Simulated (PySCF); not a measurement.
**Two-dimensional NMR puzzle**

Compound of formula C$_{3}$H$_{9}$ClSi$_{2}$. Correlations simulated from computed shifts and the bond graph:

HSQC (one-bond C–H):
```csv
δH,δC
5.66,115.2
2.11,26.8
```

COSY cross peaks (H two or three bonds apart, from the bond graph; peaks can be absent where the dihedral angle is near 90°):
```csv
δH,δH
5.66,4.15
4.04,2.11
```

HMBC (two and three bonds, from the bond graph):
```csv
δH,δC
5.66,"163.0, 26.8"
4.15,"163.0, 115.2"
4.04,"163.0, 26.8"
2.11,"163.0, 115.2"
```

Carbons without hydrogens: δ 163.0.

- σ from GIAO-PBE0/pcSseg-1
- GFN2-xTB geometry
- run in PySCF 2.14
- non-relativistic, no solvent, single conformer, fast rotation and ring inversion assumed for equivalent nuclei

Chemical shifts δ = σref − σ; ¹H (σ = 31.72 ppm), ¹³C (σ = 186.93 ppm) vs TMS, all at this level.

Exchangeable hydrogens are left out of these lists.

Q: Which molecule is this?

A: `[SiH3]/C=C(/Cl)C[SiH3]`.

Mapped SMILES: `[SiH3:1]/[CH:2]=[C:3](/[Cl:4])[CH2:5][SiH3:6]` (H(Xn): hydrogen on atom n).

1. δC 163.0 is C3, a fully substituted alkene carbon.
2. δC 115.2 is C2, an alkene CH (δH 5.66).
3. δC 26.8 is C5, an allylic sp3 CH2 bonded to Si (δH 2.11).
4. HMBC from δH 5.66 reaches the proton-free carbon C3.
5. HMBC from δH 4.15 reaches the proton-free carbon C3.
6. HMBC from δH 4.04 reaches the proton-free carbon C3.
7. HMBC from δH 2.11 reaches the proton-free carbon C3.
8. COSY links 5.66–4.15, 4.04–2.11.

The data come from this structure; uniqueness wasn't tested.

Carbons that carry Cl, above all several Cl atoms, come out too deshielded, partly because spin–orbit coupling is missing. Shifts are as computed. Against solution values, carbons near 30 ppm lie about +3 ppm off and those near 130 ppm about +5 ppm; carbons on Cl a further +6 ppm. Of 1211 compounds with measured shifts, 218 miss one by over three times the rms of a fit or turn the order of signals round; such compounds aren't used in these exercises.
